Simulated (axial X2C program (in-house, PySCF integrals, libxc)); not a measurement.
**NaGa⁻: from the spin-free to the two-component result**

All values were computed with an in-house relativistic program for diatomic molecules. Spin-free means the one-electron spin-free X2C Hamiltonian; two-component (2c) means X2C with spin–orbit coupling and atomic mean-field two-electron Coulomb and Gaunt terms, so the difference of the two also holds small scalar two-electron terms. Basis: Ga dyall-acv3z [10s10p8d5f1g], Na dyall-av3z [10s9p5d2f] (cores contracted in-house); Gaussian nuclei, density fitting, unrestricted open shells. Masses: Ga 68.926 u, Na 22.990 u.

Spin-free state: M_S = 1/2, Λ = 1 (beyond evenly filled blocks: π+α); fragments Ga + Na- for PBE0, CCSD, CCSD(T), TPSS; Ga- + Na for HF.

| level | Re (Å) | ωe (cm⁻¹) | De (eV) | μ (D) |
| --- | --- | --- | --- | --- |
| PBE0 | 3.146 | 121.7 | 0.864 | -5.38 |
| HF | 3.272 | 113.1 | n/a | -6.52 |
| CCSD | 3.211 | 121.8 | 0.659 | n/a |
| CCSD(T) | 3.204 | 123.1 | 0.730 | n/a |
| TPSS | 3.151 | 120.3 | 0.839 | -5.47 |

Correlated methods: 5 electrons correlated (number of frozen shells: Ga 3 s, 2 p, 1 d; Na 2 s, 1 p), 331 virtual spin orbitals or spinors in MP2, 82 natural virtuals in coupled cluster.

Dipoles are positive if Na is the positive end and refer to the centre of mass.

(1) Within this multiplet, which Ω should lie lowest by the rule for regular and inverted multiplets?

Two-component determinant lowest at the distance of the search:

Ω = 1/2 (⟨Sz⟩ = -0.50, ⟨Lz⟩ = 1.00 at HF); fragments Ga + Na-.

```
  level  Re (Å)  ωe (cm⁻¹)  μ (D)
   PBE0   3.147      121.1  -5.45
     HF   3.272      112.9  -6.56
   CCSD   3.212      121.3    n/a
CCSD(T)   3.206      122.6    n/a
   TPSS   3.152      119.7  -5.55
```

(2) From the two tables, how do the constants change at the CCSD(T) level (2c against spin-free)?

Occupations by symmetry block were frozen at the best pattern of an incomplete PBE0 search. De is counted from the lowest determinant-based energies of the atoms at the same level, without counterpoise correction. De is not given where an atomic determinant may have missed its ground term or J level, or where the truncated virtual space spoils (T). Density functionals use the spin component along the axis (collinear). Coupled cluster ran in a truncated set of natural virtual spinors; the MP2 energy of the rest was added. (T) has no such correction and the atoms are truncated less, which lowers De at CCSD(T) by a hundredth of an eV or more. PBE0 can misorder states that lie within some tenths of an eV, so this need not be the ground state of the molecule. The nearest other spin-free determinant of the search, M_S = 3/2, Λ = 0, lies 0.30 eV up at the distance of the search. Without a current term, density functionals place determinants with orbital angular momentum somewhat too high. The atomic limit has a lower orbital projection than the molecule and lies lower at mean-field level, so De may be about a tenth of an eV too small. The highest occupied level of some functionals is positive through self-interaction error; at Hartree–Fock it is bound. The determinant is spin-polarised beyond a pure state at some levels (its spin-free form has ⟨S²⟩ too high), which makes Re and μ there less reliable. The T1 diagnostic is large, a sign of multireference character. With the outer-core shells frozen, correlated bond lengths of heavy atoms tend to come out a few hundredths of an ångström too long.

Answers

(1) The open π shell holds one electron, so the multiplet is regular: Ω = Λ − 1/2 = 1/2. The PBE0 2c search agrees, though Ω = 3/2 of the search lies only 0.05 eV higher.

(2) At the CCSD(T) level Re goes up by 0.002 Å and ωe goes down by 0.5 cm⁻¹.
